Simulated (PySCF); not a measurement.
BeI, CCSD(T): how much the basis matters

PySCF, UHF reference; doublet, unpaired electrons σ ↑; De to Be + I without counterpoise correction. Frozen cores follow the default of each basis and core potential.

| basis | relativity | functions | Re (Å) | ωe (cm⁻¹) | De (eV) | frozen orbitals |
| --- | --- | --- | --- | --- | --- | --- |
| def2-SVP | scalar-relativistic core potentials | 35 | 2.228 | 589 | 2.04 | 4 |
| x2c-SVPall | spin-free X2C | 45 | 2.234 | 591 | 2.09 | 18 |
| def2-TZVPP | scalar-relativistic core potentials | 69 | 2.205 | 596 | 2.30 | 4 |

Task: How does each smaller set differ from the one with most functions, def2-TZVPP?

Result: def2-SVP: +2.3 pm, -1.2 % in ωe, -0.26 eV in De; x2c-SVPall: +2.9 pm, -0.8 % in ωe, -0.21 eV in De. All at CCSD(T); the set with most functions is neither the basis-set limit nor always the best. The rows treat relativity differently, so the differences are not basis effects alone.

Correlated steps freeze the inner cores (4 to 18 orbitals); shallow outer-core shells are correlated. Correlated levels converge slowly with the basis: in double zeta they bind strong bonds too weakly, by up to about 1 eV, and carry superposition errors of some tenths. These are scalar-relativistic numbers at best; spin–orbit coupling would shift them, the dissociation energy most. The state is the lowest determinant that a PBE0 search found; another state may lie lower at other levels.
